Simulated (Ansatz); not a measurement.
A run for Ansatz (an electronic-structure program): R-CCSD(T)/def2-TZVPP on BiH3O (SMILES [OH][BiH2]), a point of a torsion scan. Elements past Kr take the def2 small-core potentials; no spin–orbit coupling. The run froze 10 orbitals, filled d shells among them.

Ansatz 0.2 input:
```yaml
crystal:
  periodic: [false, false, false]
  atoms:
    - {symbol: O, position_ang: [1.31909400, -0.38771417, -0.17338186]}
    - {symbol: Bi, position_ang: [-0.67590287, -0.29589693, 0.47968689]}
    - {symbol: H, position_ang: [1.77938478, 0.40367593, 0.09773329]}
    - {symbol: H, position_ang: [-0.27477141, 0.68808169, 1.90942423]}
    - {symbol: H, position_ang: [-0.98415867, 1.23788012, -0.37398351]}
basis:
  gaussian:
    orbitals: def2-TZVPP
magnetization: {spin_polarized: false}
correlation: {method: ccsd_t, electrons: outside_noble_gas}
scf: {lower_state_search: off}
```

Output:

```
WARN ansatz: RAYON_NUM_THREADS=1 ignored (pool sized by the plan → 1); use --threads N
Functional definition: HF
these checks for a lower state are left out or cut short: stability, starts, cluster_reference, orbital_swaps, neighbouring_geometries, increment
integrals: 0.20 GiB planned
897 factors; integrals over basis functions are off by at most 5.5e-4 eV
mean field: 0.29 GiB planned
mean field evaluation 1: about -7893.0075 eV, gradient 3.9e1 eV
mean field evaluation 2: about -7893.0256 eV, gradient 3.9e1 eV
mean field evaluation 4: about -7895.9679 eV, gradient 2.4e0 eV
mean field evaluation 8: about -7895.9986 eV, gradient 2.3e-1 eV
mean field -7895.99898488 eV, -290.1726105940 hartree, gradient 2.3e-6 eV, S^2 0.000000; 0 other end points of the search recorded, 0 dependent functions left out
10 core orbitals not correlated
reference -7895.99898488 eV, -290.1726105940 hartree; 7, 7 occupied and 106, 106 virtual orbitals, 897 factors
second order -10.21428792 eV of doubles, -0.00000000 eV of singles
coupled cluster: 0.50 GiB planned
cycle   1  -10.32967103 eV  change   -1.2e-1 eV  update   8.8e-2
cycle   2  -10.63457627 eV  change   -3.0e-1 eV  update   3.1e-2
cycle   3  -10.73277838 eV  change   -9.8e-2 eV  update   1.7e-2
cycle   4  -10.72363008 eV  change    9.1e-3 eV  update   4.5e-3
cycle   5  -10.72330126 eV  change    3.3e-4 eV  update   2.1e-3
cycle   6  -10.72409472 eV  change   -7.9e-4 eV  update   7.3e-4
cycle   7  -10.72367783 eV  change    4.2e-4 eV  update   3.2e-4
cycle   8  -10.72365395 eV  change    2.4e-5 eV  update   1.0e-4
cycle   9  -10.72370789 eV  change   -5.4e-5 eV  update   3.6e-5
cycle  10  -10.72370582 eV  change    2.1e-6 eV  update   1.3e-5
perturbative correction -0.38305850 eV, -0.0140771404 hartree
Total energy: -7907.10574921 eV, -290.5807766546 hartree
Checks for a lower state left out: stability, starts, cluster_reference, orbital_swaps, neighbouring_geometries, increment
```

The calculation finished and met its thresholds.

Cost: very roughly 10 core-seconds.
